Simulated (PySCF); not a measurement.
PGME (C4H10O2), SMILES COCC(C)O. Geometry optimised at PBE0-D3(BJ)/def2-SVP. One conformer was computed; it need not be the lowest.

Method: PBE0-D3(BJ)/def2-SVP (PySCF 2.14.0).

Harmonic wavenumbers (cm⁻¹): 91, 132, 184, 229, 238, 349, 390, 489, 493, 537, 882, 946, 951, 1036, 1103, 1151, 1182, 1195, 1229, 1253, 1267, 1288, 1352, 1382, 1411, 1445, 1458, 1462, 1471, 1476, 1480, 1503, 2979, 2984, 2997, 3040, 3062, 3064, 3159, 3160, 3171, 3828. Rotational constants (GHz): 7.994, 1.953, 1.683; symmetry number 1.

Task: Work out the zero-point energy and the ideal-gas rigid-rotor harmonic-oscillator thermochemistry at 298.15 K and 1 atm.

Result: ZPE = ½ Σ hcν = ½ × 62503 cm⁻¹ = 89.35 kcal/mol. H − E(el) = 94.70 kcal/mol. Entropy in cal/(mol K): translation 39.41, rotation 26.91, vibration 17.58, total 83.90. G − E(el) = 69.69 kcal/mol. Cp = 28.32 cal/(mol K). Modes under 150 cm⁻¹ make the vibrational entropy uncertain.
